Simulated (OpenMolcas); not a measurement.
Tb2+ among 6 point charges of -1.5 e arranged as a tetragonal octahedron (D4h). The axial distance is 1.18 times the equatorial one, R.

```
Program             : OpenMolcas
Method              : CASSCF
Basis               : ANO-RCC-VTZP [8s7p5d3f2g1h]
Scalar Hamiltonian  : DKH2, point nucleus
Active space        : 9 electrons in 7 orbitals (4f)
State averaging     : 2S+1 = 6 odd, 21 roots; 2S+1 = 4 odd, 128 roots kept (CI in the orbitals of an earlier block, 108 in the spin-orbit step); 2S+1 = 2 odd, 119 roots kept (CI in the orbitals of an earlier block, 40 in the spin-orbit step)
Spin-orbit coupling : state interaction with AMFI integrals over the reference wave functions
```

All point charges move together. At R = 2.55 Å the width of the lowest J multiplet is 1034 cm-1, and at R = 2.66 Å it is 914 cm-1.

Q: A third run gives 681 cm-1. What distance was it run at?

A: With a power law R^-n the two known points give n = -ln(914 / 1034) / ln(2.66 / 2.55) = 2.92. Then R = 2.55 × (1034 / 681)^(1/2.92) = 2.942 Å. The run was at 2.94 Å, so the estimate is off by +0.002 Å.

High states are left out of the spin-orbit mixing, which shifts the levels that they would mix with. Point charges carry no covalency, so the field is a model and not that of real ligands. No measured value stands beside these numbers.
